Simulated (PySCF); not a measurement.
CH9N3Sn, SMILES [CH3][Sn]([NH2])([NH2])[NH2].

The structure is a stationary point at B3LYP-D3(BJ)/def2-SVP. The def2 effective core potentials stand for the cores of Sn; spin–orbit coupling is left out. The values are those of a single conformer.

Level of theory: PySCF 2.14.0 with IEF-PCM-B3LYP/def2-SVP.

The values are the electrostatic part of the solvation free energy, E(continuum) − E(gas) at the gas-phase geometry, in a cavity of scaled van der Waals radii (PySCF's table); cavitation and dispersion terms are not included. A continuum can't describe solvent molecules that bind to the metal. In vacuum the orbital gap is 6.11 eV. The dipole moment in vacuum is 1.43 D.

Computed values in water (ε = 78.36), dichloromethane (ε = 8.93), diethylether (ε = 4.24):
```
solvent              ε  ΔG(elec) (kcal/mol)  dipole (D)  gap (eV)
---------------  -----  -------------------  ----------  --------
water            78.36                 -9.1        1.93      6.36
dichloromethane   8.93                 -7.6        1.83      6.32
diethylether      4.24                 -6.0        1.74      6.28
```
